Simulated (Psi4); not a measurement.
C3H9Ga, singlet, at a GFN2-xTB geometry (such geometries of metal compounds can be far from the true shape); REVPBE/def2-SVP in Psi4.

Here is a job for Psi4.
```
memory 2 GB

molecule {
0 1
  Ga    0.00000529    0.00007777    0.00001707
  C    -1.41606143   -1.46777541   -0.15992464
  H    -1.48153476   -1.83989675   -1.18661644
  H    -2.40675752   -1.08845087    0.10745406
  H    -1.19263554   -2.31657722    0.49209008
  C    -0.18761026    1.72486456   -1.08412653
  H     0.68547600    1.88408692   -1.72381582
  H    -0.26582509    2.59518349   -0.42578806
  H    -1.07487761    1.70536745   -1.72277656
  C     1.60364150   -0.25727270    1.24402790
  H     2.25803039    0.61864670    1.24542668
  H     2.20028467   -1.12270684    0.94083315
  H     1.27785633   -0.43696259    2.27280363
}

set basis def2-svp
set scf_type pk
set puream true
set d_convergence 1e-8
set dft_radial_points 99
set dft_spherical_points 590

energy('revpbe')
print_variables()
```

Q: Predict the main parts of the log of this Psi4 run.

A: 
```
   => Loading Basis Set <=

    Name: DEF2-SVP
    Role: ORBITAL
    Keyword: BASIS

         ---------------------------------------------------------
                                   SCF
               by Justin Turney, Rob Parrish, Andy Simmonett
                          and Daniel G. A. Smith
                              RKS Reference
         ---------------------------------------------------------

  ==> Geometry <==

    Molecular point group: c1
    Full point group: C1

    Geometry (in Angstrom), charge = 0, multiplicity = 1:

       Center              X                  Y                   Z               Mass
    ------------   -----------------  -----------------  -----------------  -----------------
         GA           0.000005120360     0.000061648528     0.000012640078    68.925573500000
         C           -1.416061599640    -1.467791531472    -0.159929069922    12.000000000000
         H           -1.481534929640    -1.839912871472    -1.186620869922     1.007825032230
         H           -2.406757689640    -1.088466991472     0.107449630078     1.007825032230
         H           -1.192635709640    -2.316593341472     0.492085650078     1.007825032230
         C           -0.187610429640     1.724848438528    -1.084130959922    12.000000000000
         H            0.685475830360     1.884070798528    -1.723820249922     1.007825032230
         H           -0.265825259640     2.595167368528    -0.425792489922     1.007825032230
         H           -1.074877779640     1.705351328528    -1.722780989922     1.007825032230
         C            1.603641330360    -0.257288821472     1.244023470078    12.000000000000
         H            2.258030220360     0.618630578528     1.245422250078     1.007825032230
         H            2.200284500360    -1.122722961472     0.940828720078     1.007825032230
         H            1.277856160360    -0.436978711472     2.272799200078     1.007825032230

  Running in c1 symmetry.

  Rotational constants: A =      0.15406  B =      0.15402  C =      0.08046 [cm^-1]
  Rotational constants: A =   4618.51274  B =   4617.42606  C =   2412.12240 [MHz]
  Nuclear repulsion =  262.684232011030872

  Charge       = 0
  Multiplicity = 1
  Electrons    = 58
  Nalpha       = 29
  Nbeta        = 29

  ==> Algorithm <==

  SCF Algorithm Type is PK.
  DIIS enabled.
  MOM disabled.
  Fractional occupation disabled.
  Guess Type is SAD.
  Energy threshold   = 1.00e-06
  Density threshold  = 1.00e-08
  Integral threshold = 1.00e-12

  ==> Primary Basis <==

  Basis Set: DEF2-SVP
    Blend: DEF2-SVP
    Number of shells: 57
    Number of basis functions: 119
    Number of Cartesian functions: 125
    Spherical Harmonics?: true
    Max angular momentum: 2

  ==> DFT Potential <==

   => LibXC <=

    Version 7.1.2
    S. Lehtola, C. Steigemann, M. J. T. Oliveira, and M. A. L. Marques,  SoftwareX 7, 1–5 (2018) (10.1016/j.softx.2017.11.002)

   => Composite Functional: REVPBE <=

    revPBE GGA Exchange-Correlation Functional

    Y. Zhang and W. Yang, Phys. Rev. Lett. 80, 890, 1998

    Deriv               =              1
    GGA                 =           TRUE
    Meta                =          FALSE

    Exchange Hybrid     =          FALSE
    MP2 Hybrid          =          FALSE

   => Exchange Functionals <=

    1.0000   XC_GGA_X_PBE_R

   => Correlation Functionals <=

    1.0000     XC_GGA_C_PBE

   => LibXC Density Thresholds  <==

    XC_GGA_C_PBE:  1.00E-12
    XC_GGA_X_PBE_R:  1.00E-15

   => Molecular Quadrature <=

    Radial Scheme          =       TREUTLER
    Pruning Scheme         =           NONE
    Nuclear Scheme         =       TREUTLER

    Blocking Scheme        =         OCTREE
    BS radius alpha        =              1
    Pruning alpha          =              1
    Radial Points          =             99
    Spherical Points       =            590
    Total Points           =         717831
    Total Blocks           =           4996
    Max Points             =            256
    Max Functions          =            117
    Weights Tolerance      =       1.00E-15

  ==> Integral Setup <==

  Using in-core PK algorithm.
   Calculation information:
      Number of atoms:                  13
      Number of AO shells:              57
      Number of primitives:            111
      Number of atomic orbitals:       125
      Number of basis functions:       119

      Integral cutoff                 1.00e-12
      Number of threads:                 1

  Performing in-core PK
  Using 50986740 doubles for integral storage.
  We computed 1186638 shell quartets total.
  Whereas there are 1367031 unique shell quartets.

  ==> DiskJK: Disk-Based J/K Matrices <==

    J tasked:                  Yes
    K tasked:                   No
    wK tasked:                  No
    Schwarz Cutoff:          1E-12

  Minimum eigenvalue in the overlap matrix is 1.4097467837E-02.
  Reciprocal condition number of the overlap matrix is 2.6115154999E-03.
    Using symmetric orthogonalization.

  ==> Pre-Iterations <==

  SCF Guess: Superposition of Atomic Densities via on-the-fly atomic UHF (no occupation information).

   -------------------------
    Irrep   Nso     Nmo
   -------------------------
     A        119     119
   -------------------------
    Total     119     119
   -------------------------

  ==> Iterations <==

                        Total Energy        Delta E     RMS |[F,P]|

   @RKS iter SAD: -2040.20887903834227   -2.04021e+03   0.00000e+00
   @RKS iter   1: -2041.92558260379406   -1.71670e+00   2.25320e-02 ADIIS/DIIS
   @RKS iter   2: -1988.12342801415343    5.38022e+01   6.58315e-02 ADIIS/DIIS
   @RKS iter   3: -2043.41045049306126   -5.52870e+01   1.18020e-02 ADIIS/DIIS
   @RKS iter   4: -2043.90894884738987   -4.98498e-01   4.55271e-03 ADIIS/DIIS
   @RKS iter   5: -2044.07287410316349   -1.63925e-01   6.60452e-04 ADIIS/DIIS
   @RKS iter   6: -2044.07555253278088   -2.67843e-03   3.13463e-04 ADIIS/DIIS
   @RKS iter   7: -2044.07600852463429   -4.55992e-04   1.96791e-05 DIIS
   @RKS iter   8: -2044.07601088787419   -2.36324e-06   3.17213e-06 DIIS
   @RKS iter   9: -2044.07601093617177   -4.82976e-08   5.25792e-07 DIIS
   @RKS iter  10: -2044.07601093790640   -1.73463e-09   2.29223e-07 DIIS
   @RKS iter  11: -2044.07601093829498   -3.88582e-10   3.23459e-08 DIIS
   @RKS iter  12: -2044.07601093830976   -1.47793e-11   3.05528e-09 DIIS
  Energy and wave function converged.

  ==> Post-Iterations <==

   Electrons on quadrature grid:
      Ntotal   =   57.9999988273 ; deviation = -1.173e-06

    Orbital Energies [Eh]
    ---------------------

    Doubly Occupied:

[...]
    Virtual:

[...]
    Final Occupation by Irrep:
              A
    DOCC [    29 ]
    NA   [    29 ]
    NB   [    29 ]

  @RKS Final Energy: -2044.07601093830976

   => Energetics <=

    Nuclear Repulsion Energy =            262.6842320110308719
    One-Electron Energy =               -3366.2079181037097442
    Two-Electron Energy =                1153.8866989866314725
    DFT Exchange-Correlation Energy =     -94.4390238322623077
    Empirical Dispersion Energy =           0.0000000000000000
    VV10 Nonlocal Energy =                  0.0000000000000000
    Total Energy =                      -2044.0760109383097642

Computation Completed

Properties will be evaluated at   0.000000,   0.000000,   0.000000 [a0]

Properties computed using the SCF density matrix

 Multipole Moments:

 ------------------------------------------------------------------------------------
     Multipole            Electronic (a.u.)      Nuclear  (a.u.)        Total (a.u.)
 ------------------------------------------------------------------------------------

 L = 1.  Multiply by 2.5417464519 to convert [e a0] to [Debye]
 Dipole X            :          0.0002114           -0.0000191            0.0001922
 Dipole Y            :          0.0016881           -0.0017672           -0.0000791
 Dipole Z            :          0.0002150           -0.0004850           -0.0002701
 Magnitude           :                                                    0.0003408

 ------------------------------------------------------------------------------------

  Variable Map:
  ----------------------------------------------------------------------------
[...]
  Array Variable Map:
  ----------------------------------------------------------------------------
[...]
[...]
```
